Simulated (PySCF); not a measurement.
BrCs, singlet, geometry from GFN2-xTB (such geometries of metal compounds can be far from the true shape) (core potentials on Cs); B3LYP/def2-SV(P) in PySCF.

PySCF was given this input:
```python
from pyscf import gto, scf, dft

mol = gto.Mole()
mol.atom = '''
    Cs   -0.00000000   -0.00000000   -1.19327963
    Br    0.00000000    0.00000000    1.87515370
'''
mol.basis = 'def2-sv(p)'
mol.ecp = {'Cs': 'def2-sv(p)'}
mol.verbose = 4
mol.build()

mf = dft.RKS(mol)
mf.xc = 'b3lyp'
mf.grids.level = 7
mf.kernel()
mf.analyze()
```

Q: What does PySCF print? Leave out banner, timings and long lists.

A: 
```
PySCF version 2.14.0

[INPUT] verbose = 4
[INPUT] num. atoms = 2
[INPUT] num. electrons = 44
[INPUT] charge = 0
[INPUT] spin (= nelec alpha-beta = 2S) = 0
[INPUT] symmetry False subgroup None
[INPUT] Mole.unit = angstrom
[INPUT] Symbol           X                Y                Z      unit          X                Y                Z       unit  Magmom
[...]
nuclear repulsion = 54.3244071200987
number of shells = 22
number of NR pGTOs = 109
number of NR cGTOs = 56
basis = def2-sv(p)
ecp = {'Cs': 'def2-sv(p)'}

******** <class 'pyscf.dft.rks.RKS'> ********
method = RKS
initial guess = minao
damping factor = 0
level_shift factor = 0
DIIS = <class 'pyscf.scf.diis.CDIIS'>
diis_start_cycle = 1
diis_space = 8
diis_damp = 0
SCF conv_tol = 1e-09
SCF conv_tol_grad = None
SCF max_cycles = 50
direct_scf = True
direct_scf_tol = 1e-13
XC library pyscf.dft.libxc version 7.1.2
    S. Lehtola, C. Steigemann, M. J. T. Oliveira, and M. A. L. Marques,  SoftwareX 7, 1–5 (2018)
XC functionals = b3lyp
    P. J. Stephens, F. J. Devlin, C. F. Chabalowski, and M. J. Frisch,  J. Phys. Chem. 98, 11623 (1994)
radial grids:
    Treutler-Ahlrichs [JCP 102, 346 (1995); DOI:10.1063/1.469408] (M4) radial grids

becke partition: Becke, JCP 88, 2547 (1988); DOI:10.1063/1.454033
pruning grids: <function nwchem_prune>
grids dens level: 7
symmetrized grids: False
atomic radii adjust function: <function treutler_atomic_radii_adjust>
small_rho_cutoff = 0
Set gradient conv threshold to 3.16228e-05
Initial guess from minao.
tot grids = 183480
init E= -2589.66085464844
[...]
cycle= 1 E= -2594.06458409379  delta_E= -4.4  |g|= 0.348  |ddm|= 1.95
[...]
cycle= 2 E= -2594.0686243949  delta_E= -0.00404  |g|= 0.379  |ddm|= 1.59
[...]
cycle= 3 E= -2594.11540912066  delta_E= -0.0468  |g|= 0.0846  |ddm|= 0.853
[...]
cycle= 4 E= -2594.11659209641  delta_E= -0.00118  |g|= 0.0115  |ddm|= 0.11
[...]
cycle= 5 E= -2594.1166313181  delta_E= -3.92e-05  |g|= 0.00219  |ddm|= 0.0171
[...]
cycle= 6 E= -2594.11663306211  delta_E= -1.74e-06  |g|= 0.000536  |ddm|= 0.00405
[...]
cycle= 7 E= -2594.11663319388  delta_E= -1.32e-07  |g|= 4.36e-05  |ddm|= 0.0014
[...]
cycle= 8 E= -2594.11663319547  delta_E= -1.59e-09  |g|= 6.42e-06  |ddm|= 0.000187
[...]
cycle= 9 E= -2594.11663319551  delta_E= -4.14e-11  |g|= 1.65e-06  |ddm|= 2.57e-05
[...]
Extra cycle  E= -2594.11663319551  delta_E= 9.09e-13  |g|= 1.73e-06  |ddm|= 5.73e-06
converged SCF energy = -2594.11663319551
**** SCF Summaries ****
Total Energy =                       -2594.116633195508257
Nuclear Repulsion Energy =              54.324407120098655
One-electron Energy =                -3728.180740076332768
Two-electron Energy =                 1079.739699760725443
Two-electron Coulomb Energy =         1174.383690076803305
DFT Exchange-Correlation Energy =      -94.643990316077790
HOMO-LUMO gap [eV] =                     3.814306054930356
**** MO energy ****
[...]
Dipole moment(X, Y, Z, Debye): -0.00000,  0.00000, -10.27894
```
